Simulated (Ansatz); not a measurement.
C₂H₆SSi (`C1CS[SiH2]1`), relaxed with RKS PBE-D4/def2-SVP in Ansatz from a rough embedded geometry. The force threshold is 0.03 eV/Å; the program also tests the step.

Charge 0, multiplicity 1.

Start:

```xyz
10

C     0.006   -0.636   -0.508
C    -0.570    0.715   -0.812
S     0.679    1.627    0.163
Si    0.541   -0.166    1.272
H    -0.744   -1.504   -0.561
H     0.848   -0.993   -1.165
H    -0.567    0.996   -1.848
H    -1.616    0.872   -0.413
H     1.928   -0.722    1.649
H    -0.504   -0.188    2.222
```

(1) By how much does the energy fall, and how many steps does the optimiser take? (An estimate is asked.)

(2) Which bonds change most? (Estimate.)

(3) Give the relaxed structure. (Best estimate.)

## Answers

(1) Computed: 0.63 eV, in 9 steps, 1 of them rejected.

(2) The calculation gave: Si4–H10 from 1.412 to 1.508 Å; S3–Si4 from 2.113 to 2.170 Å; C2–S3 from 1.828 to 1.882 Å; C1–C2 from 1.500 to 1.552 Å.

(3) The calculation gave: 
```xyz
10

C    -0.124   -0.707   -0.449
C    -0.516    0.731   -0.880
S     0.330    1.823    0.398
Si    0.604   -0.164    1.224
H    -0.974   -1.419   -0.431
H     0.661   -1.131   -1.107
H    -0.168    1.013   -1.894
H    -1.610    0.907   -0.827
H     2.025   -0.568    1.524
H    -0.227   -0.485    2.442
```
